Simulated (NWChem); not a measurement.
System: C₄H₃FS; SMILES Fc1ccsc1

Here is an NWChem input.

```
start job
memory heap 200 mb stack 900 mb global 1100 mb
geometry units angstroms noautoz
  F     -0.257525    -2.316364     0.000000
  C     -0.065798    -1.003752     0.000000
  C      1.234047    -0.430008     0.000000
  C      1.168927     0.937137     0.000000
  S     -0.450969     1.505227     0.000000
  C     -1.084487    -0.090593     0.000000
  H      2.153937    -1.014774     0.000000
  H      1.995726     1.646139     0.000000
  H     -2.154484    -0.287059     0.000000
end
basis spherical
  F library 3-21g
  C library 3-21g
  S library 3-21g
  H library 3-21g
end
dft
  xc xcamb88 1.00 lyp 0.81 vwn_5 0.19 hfexch 1.00
  cam 0.33 cam_alpha 0.19 cam_beta 0.46
  iterations 150
  mulliken
end
task dft gradient
```

Excerpt of the output:

```
             Northwest Computational Chemistry Package (NWChem) 7.3.0
             --------------------------------------------------------

 CS  symmetry detected

                             Geometry "geometry" -> ""
                             -------------------------

 Output coordinates in angstroms (scale by  1.889725989 to convert to a.u.)

  No.       Tag          Charge          X              Y              Z
 ---- ---------------- ---------- -------------- -------------- --------------
    1 F                    9.0000    -0.25618140    -2.31756931     0.00000000
    2 C                    6.0000    -0.06497670    -1.00488113     0.00000000
    3 C                    6.0000     1.23463990    -0.43061996     0.00000000
    4 C                    6.0000     1.16897592     0.93649902     0.00000000
    5 S                   16.0000    -0.45114599     1.50394442     0.00000000
    6 C                    6.0000    -1.08402897    -0.09212753     0.00000000
    7 H                    1.0000     2.15476251    -1.01501990     0.00000000
    8 H                    1.0000     1.99549275     1.64582994     0.00000000
    9 H                    1.0000    -2.15394771    -0.28901927     0.00000000

 Effective nuclear repulsion energy (a.u.)     271.0330483857

      Symmetry information
      --------------------

 Group name             Cs
 Group number              2
 Group order               2
 No. of unique centers     9

                                 NWChem DFT Module
                                 -----------------

 Summary of "ao basis" -> "ao basis" (spherical)
 ------------------------------------------------------------------------------
       Tag                 Description            Shells   Functions and Types
 ---------------- ------------------------------  ------  ---------------------
 F                           3-21g                   5        9   3s2p
 C                           3-21g                   5        9   3s2p
 S                           3-21g                   7       13   4s3p
 H                           3-21g                   2        2   2s

      Symmetry analysis of basis
      --------------------------

        a'         51
        a"         13

            General Information
            -------------------
          SCF calculation type: DFT
          Wavefunction type:  closed shell.
          No. of atoms     :     9
          No. of electrons :    52
           Alpha electrons :    26
            Beta electrons :    26
          Charge           :     0
          Spin multiplicity:     1
          Use of symmetry is: on ; symmetry adaption is: on
          Maximum number of iterations: 150
          AO basis - number of functions:    64
                     number of shells:    38
          Convergence on energy requested:  1.00D-06
          Convergence on density requested:  1.00D-05
          Convergence on gradient requested:  5.00D-04

              XC Information
              --------------
                     Hartree-Fock (Exact) Exchange  1.000
                   CAM-Becke88 Exchange Functional  1.000
                      VWN V Correlation Functional  0.190 local
              Lee-Yang-Parr Correlation Functional  0.810

           Range-Separation Parameters
           ---------------------------
           Alpha           :  0.19
           Beta            :  0.46
           Gamma           :  0.33
           Short-Range HF  :     F

             Grid Information
             ----------------
          Grid used for XC integration:  medium
          Radial quadrature: Mura-Knowles
          Angular quadrature: Lebedev.
          Tag              B.-S. Rad. Rad. Pts. Rad. Cut. Ang. Pts.
          ---              ---------- --------- --------- ---------
          F                   0.50       49          11.0       434
          C                   0.70       49           9.0       434
          S                   1.00       88          10.0       590
          H                   0.35       45          11.0       434
          Grid pruning is: on
          Number of quadrature shells:   468
          Spatial weights used:  Erf1

      Superposition of Atomic Density Guess
      -------------------------------------

 Sum of atomic energies:        -645.73695112

      Non-variational initial energy
      ------------------------------

 Total energy =    -649.119693
 1-e energy   =   -1427.976824
 2-e energy   =     507.824082
 HOMO         =      -0.219086
 LUMO         =       0.034887

      Symmetry analysis of molecular orbitals - initial
      -------------------------------------------------

  Numbering of irreducible representations:

     1 a'          2 a"

  Orbital symmetries:

     1 a'          2 a'          3 a'          4 a'          5 a'
     6 a'          7 a'          8 a'          9 a'         10 a"
    11 a'         12 a'         13 a'         14 a'         15 a'
    16 a'         17 a'         18 a"         19 a'         20 a'
    21 a"         22 a'         23 a'         24 a'         25 a"
    26 a"         27 a"         28 a'         29 a"         30 a'
    31 a'         32 a'         33 a'         34 a'         35 a'
    36 a'

     ---------------------------------------------
      Total Density - Mulliken Population Analysis
     ---------------------------------------------

    Atom       Charge   Shell Charges
 -----------   ------   -------------------------------------------------------
    1 F    9     9.45   1.99  0.45  2.54  1.53  2.95
    2 C    6     5.35   1.99  0.41  1.31  0.79  0.84
    3 C    6     6.39   1.99  0.43  1.59  0.95  1.42
    4 C    6     6.50   1.99  0.41  1.44  1.07  1.59
    5 S   16    15.44   2.00  1.96  5.89  1.02  2.34  0.73  1.49
    6 C    6     6.69   1.99  0.41  1.52  1.07  1.70
    7 H    1     0.73   0.41  0.33
    8 H    1     0.73   0.41  0.32
    9 H    1     0.72   0.41  0.32

   convergence    iter        energy       DeltaE   RMS-Dens  Diis-err
 ---------------- ----- ----------------- --------- --------- ---------
 d= 0,ls=0.0,diis     1   -648.6525612346 -9.20D+02  1.95D-02  8.26D-01
 d= 0,ls=0.0,diis     2   -648.7104235686 -5.79D-02  9.87D-03  3.37D-01
 d= 0,ls=0.0,diis     3   -648.7391856393 -2.88D-02  2.54D-03  5.56D-02
 d= 0,ls=0.0,diis     4   -648.7435776005 -4.39D-03  5.78D-04  1.73D-03
 d= 0,ls=0.0,diis     5   -648.7437398178 -1.62D-04  1.40D-04  7.59D-05
  Resetting Diis
 d= 0,ls=0.0,diis     6   -648.7437479185 -8.10D-06  6.13D-05  1.41D-05
 d= 0,ls=0.0,diis     7   -648.7437498428 -1.92D-06  2.57D-05  7.06D-07
 d= 0,ls=0.0,diis     8   -648.7437498376  5.14D-09  1.31D-05  9.86D-07
 d= 0,ls=0.0,diis     9   -648.7437499702 -1.33D-07  3.13D-06  9.58D-09

         Total DFT energy =     -648.743749970237
      One electron energy =    -1429.948890224277
           Coulomb energy =      568.908483946005
    Exchange-Corr. energy =      -58.736392077685
 Nuclear repulsion energy =      271.033048385720

 Numeric. integr. density =       52.000007892245

                  Occupations of the irreducible representations
                  ----------------------------------------------

                     irrep           alpha         beta
                     --------     --------     --------
                     a'               21.0         21.0
                     a"                5.0          5.0

                       DFT Final Molecular Orbital Analysis
                       ------------------------------------

 Vector   24  Occ=2.000000D+00  E=-4.104580D-01  Symmetry=a'
              MO Center= -2.7D-01,  4.0D-01, -1.6D-14, r^2= 4.2D+00
   Bfn.  Coefficient  Atom+Function         Bfn.  Coefficient  Atom+Function
  ----- ------------  ---------------      ----- ------------  ---------------
    44      0.372709  5 S  py                46      0.352542  5 S  s
     7      0.275093  1 F  px                 3      0.259496  1 F  px
    48      0.220356  5 S  py                53     -0.216196  6 C  py
    57     -0.180937  6 C  py                22      0.174857  3 C  py
    40     -0.175379  5 S  py                31     -0.160107  4 C  py

 Vector   25  Occ=2.000000D+00  E=-3.155094D-01  Symmetry=a"
              MO Center=  3.4D-01,  4.1D-01,  1.4D-14, r^2= 2.9D+00
   Bfn.  Coefficient  Atom+Function         Bfn.  Coefficient  Atom+Function
  ----- ------------  ---------------      ----- ------------  ---------------
    45      0.365991  5 S  pz                27     -0.341557  3 C  pz
    49      0.334523  5 S  pz                23     -0.313875  3 C  pz
    36     -0.203438  4 C  pz                32     -0.193896  4 C  pz
    58      0.176907  6 C  pz                41     -0.170271  5 S  pz
    54      0.149943  6 C  pz                 9      0.093326  1 F  pz

 Vector   26  Occ=2.000000D+00  E=-2.949631D-01  Symmetry=a"
              MO Center= -2.1D-01, -1.0D-01, -5.6D-16, r^2= 3.0D+00
   Bfn.  Coefficient  Atom+Function         Bfn.  Coefficient  Atom+Function
  ----- ------------  ---------------      ----- ------------  ---------------
    58      0.355312  6 C  pz                54      0.296061  6 C  pz
    14      0.278603  2 C  pz                36     -0.273451  4 C  pz
     9     -0.238493  1 F  pz                45     -0.230180  5 S  pz
    32     -0.227335  4 C  pz                18      0.225591  2 C  pz
    49     -0.218283  5 S  pz                 5     -0.205258  1 F  pz

 Vector   27  Occ=0.000000D+00  E= 3.324231D-02  Symmetry=a"
              MO Center=  2.2D-01,  4.0D-01, -3.3D-16, r^2= 3.1D+00
   Bfn.  Coefficient  Atom+Function         Bfn.  Coefficient  Atom+Function
  ----- ------------  ---------------      ----- ------------  ---------------
    36      0.573780  4 C  pz                58      0.482451  6 C  pz
    49     -0.415044  5 S  pz                27     -0.359701  3 C  pz
    32      0.327755  4 C  pz                54      0.281898  6 C  pz
    45     -0.272141  5 S  pz                18     -0.230286  2 C  pz
    23     -0.198262  3 C  pz                14     -0.168008  2 C  pz

 Vector   28  Occ=0.000000D+00  E= 1.007430D-01  Symmetry=a'
              MO Center= -3.5D-01,  1.2D+00,  1.5D-16, r^2= 3.3D+00
   Bfn.  Coefficient  Atom+Function         Bfn.  Coefficient  Atom+Function
  ----- ------------  ---------------      ----- ------------  ---------------
    33      1.081107  4 C  s                 47     -1.035840  5 S  px
    55     -0.933850  6 C  s                 48     -0.568895  5 S  py
    57     -0.539038  6 C  py                34     -0.391851  4 C  px
    43     -0.308364  5 S  px                26     -0.265302  3 C  py
    24     -0.226871  3 C  s                 53     -0.215443  6 C  py

 Vector   29  Occ=0.000000D+00  E= 1.350708D-01  Symmetry=a"
              MO Center=  3.2D-01, -5.2D-01,  3.2D-14, r^2= 2.5D+00
   Bfn.  Coefficient  Atom+Function         Bfn.  Coefficient  Atom+Function
  ----- ------------  ---------------      ----- ------------  ---------------
    18      0.692221  2 C  pz                27     -0.659426  3 C  pz
    58     -0.456272  6 C  pz                14      0.414466  2 C  pz
    36      0.384499  4 C  pz                23     -0.320763  3 C  pz
    54     -0.208907  6 C  pz                 9     -0.201674  1 F  pz
    32      0.162154  4 C  pz                 5     -0.147184  1 F  pz

     ---------------------------------------------
      Total Density - Mulliken Population Analysis
     ---------------------------------------------

    Atom       Charge   Shell Charges
 -----------   ------   -------------------------------------------------------
    1 F    9     9.28   1.98  0.45  2.50  1.56  2.79
    2 C    6     5.66   1.99  0.41  1.65  0.78  0.84
    3 C    6     6.18   1.99  0.40  1.70  0.88  1.22
    4 C    6     6.62   1.99  0.38  1.64  1.06  1.55
    5 S   16    15.33   2.00  1.96  5.87  1.07  2.53  0.72  1.18
    6 C    6     6.65   1.99  0.38  1.67  1.05  1.57
    7 H    1     0.78   0.46  0.32
    8 H    1     0.76   0.46  0.30
    9 H    1     0.75   0.45  0.30

     -------------------------------------------
      Total Density - Lowdin Population Analysis
     -------------------------------------------

    Atom       Charge   Shell Charges
 -----------   ------   -------------------------------------------------------
    1 F    9     9.08   1.98  0.61  2.48  1.16  2.85
    2 C    6     5.89   1.97  0.43  1.56  0.51  1.42
    3 C    6     6.17   1.97  0.42  1.62  0.55  1.62
    4 C    6     6.28   1.98  0.43  1.58  0.59  1.71
    5 S   16    15.60   2.00  1.95  5.81  0.90  2.42  0.74  1.77
    6 C    6     6.36   1.97  0.43  1.61  0.59  1.75
    7 H    1     0.88   0.45  0.43
    8 H    1     0.87   0.45  0.42
    9 H    1     0.86   0.44  0.42

     Multipole analysis of the density
     ---------------------------------

     L   x y z        total         alpha         beta         nuclear
     -   - - -        -----         -----         ----         -------
     0   0 0 0     -0.000000    -26.000000    -26.000000     52.000000

     1   1 0 0      0.266110      0.133055      0.133055      0.000000
     1   0 1 0      0.287377      0.143689      0.143689      0.000000
     1   0 0 1      0.000000      0.000000      0.000000      0.000000

     2   2 0 0    -25.992130    -87.154133    -87.154133    148.316136
     2   1 1 0      0.686087     -0.686524     -0.686524      2.059135
     2   1 0 1      0.000000      0.000000      0.000000      0.000000
     2   0 2 0    -31.948250   -196.021309   -196.021309    360.094367
     2   0 1 1      0.000000      0.000000      0.000000      0.000000
     2   0 0 2    -32.630355    -16.315177    -16.315177      0.000000

            General Information
            -------------------
          SCF calculation type: DFT
          Wavefunction type:  closed shell.
          No. of atoms     :     9
          No. of electrons :    52
           Alpha electrons :    26
            Beta electrons :    26
          Charge           :     0
          Spin multiplicity:     1
          Use of symmetry is: on ; symmetry adaption is: on
          Maximum number of iterations: 150
          This is a Direct SCF calculation.
          AO basis - number of functions:    64
                     number of shells:    38
          Convergence on energy requested:  1.00D-06
          Convergence on density requested:  1.00D-05
          Convergence on gradient requested:  5.00D-04

              XC Information
              --------------
                     Hartree-Fock (Exact) Exchange  1.000
                   CAM-Becke88 Exchange Functional  1.000
                      VWN V Correlation Functional  0.190 local
              Lee-Yang-Parr Correlation Functional  0.810

           Range-Separation Parameters
           ---------------------------
           Alpha           :  0.19
           Beta            :  0.46
           Gamma           :  0.33
           Short-Range HF  :     F

[...]

                         DFT ENERGY GRADIENTS

    atom               coordinates                        gradient
                 x          y          z           x          y          z
   1 F      -0.484113  -4.379571   0.000000    0.003236   0.028935   0.000000
   2 C      -0.122788  -1.898950   0.000000    0.010000  -0.025657   0.000000
   3 C       2.333131  -0.813754   0.000000   -0.008059  -0.010465   0.000000
   4 C       2.209044   1.769727   0.000000   -0.038818   0.014798   0.000000
   5 S      -0.852542   2.842043   0.000000    0.021207  -0.043283   0.000000
   6 C      -2.048518  -0.174096   0.000000    0.009040   0.034265   0.000000
   7 H       4.071911  -1.918109   0.000000    0.007570  -0.005150   0.000000
   8 H       3.770935   3.110168   0.000000    0.006488   0.007451   0.000000
   9 H      -4.070371  -0.546167   0.000000   -0.010663  -0.000893   0.000000
```

Level: CAM-B3LYP/3-21G. The geometry was optimised at PBE0/def2-SVP.
